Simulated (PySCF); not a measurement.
CH2F2O2Si, SMILES O=C(O)[SiH](F)F. Heavy atoms are numbered as in [O:1]=[C:2]([OH:3])[SiH:4]([F:5])[F:6]. Hydrogens are named by the atom that carries them.

Coordinates come from a B3LYP-D3(BJ)/def2-SVP optimisation. This is a generated structure with no PubChem entry under its InChIKey; it may be hypothetical. The values are those of a single conformer.

Level of theory: HF/pcSseg-1 (PySCF).

GIAO shieldings, no solvent; atoms alike by connectivity are averaged. δ = σ(ref) − σ: ¹⁷O against H2O (σ = 333.0 ppm); ¹³C against TMS (σ = 192.6 ppm); ²⁹Si against TMS (σ = 393.8 ppm); ¹⁹F against CFCl3 (σ = 238.5 ppm); ¹H against TMS (σ = 31.99 ppm), references at their B3LYP-D3(BJ)/def2-TZVP geometries, non-relativistic.

Computed chemical shifts:
| nucleus | atoms | count | δ (ppm) |
|---|---|---|---|
| ¹⁷O | O1 | 1 | 518.8 |
| ¹⁷O | O3 (OH) | 1 | 203.6 |
| ¹³C | C2 | 1 | 185.6 |
| ²⁹Si | Si4 (SiH) | 1 | -52.2 |
| ¹⁹F | F5 | 2 | -129.3 |
| ¹H | H on O3 | 1 | 7.07 |
| ¹H | H on Si4 | 1 | 4.78 |
